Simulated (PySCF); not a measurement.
Computed vibrations of DyI2

DyI2 (singlet in the valence; each metal's 4f electrons, 10 of them, lie in its core potential, out of spins and levels). PySCF 2.14.0, RKS PBE0, Dy lcecp-0-SVP with ECP56, I def2-SVP with ECP28; non-relativistic Hamiltonian with scalar-relativistic core potentials where named; density fitting; no spin-orbit coupling. Central differences of gradients.

```xyz
3

Dy    0.0000    0.0000    0.0000
I     2.9769    0.0000    0.0000
I    -2.9769    0.0000    0.0000
```

Run from Python with OMP_NUM_THREADS=2. Where DIIS fails, smearing, a level shift and second-order steps follow.
It took 14 s on 2 threads of Arm Neoverse V2, on a shared host.

Task: What are the harmonic wavenumbers and infrared intensities?

Result: Modes are labelled in D∞h; negative numbers are unstable modes, those under 60 cm⁻¹ near the noise; a finer grid moves soft modes by up to 10 cm⁻¹.
```csv
cm⁻¹,km/mol,symmetry
18,13.0,πu
18,13.0,πu
118,0.0,σg+
178,56.3,σu+
```

Task: Is this a minimum?

Result: Yes, within the noise of the softest modes. Ideal gas at 298.15 K and 1 bar: S = 365.1 J/(mol K), Cp = 61.6 J/(mol K), H − H(0 K) = 16.8 kJ/mol (rigid rotor, harmonic modes, spin degeneracy alone, that of the 4f electrons in the core included; the modes under 60 cm⁻¹ make these uncertain).

An lcecp potential fixes the number of 4f electrons, so in runs with it no electron can move into or out of that shell; real Dy(II) is rare or takes another configuration.
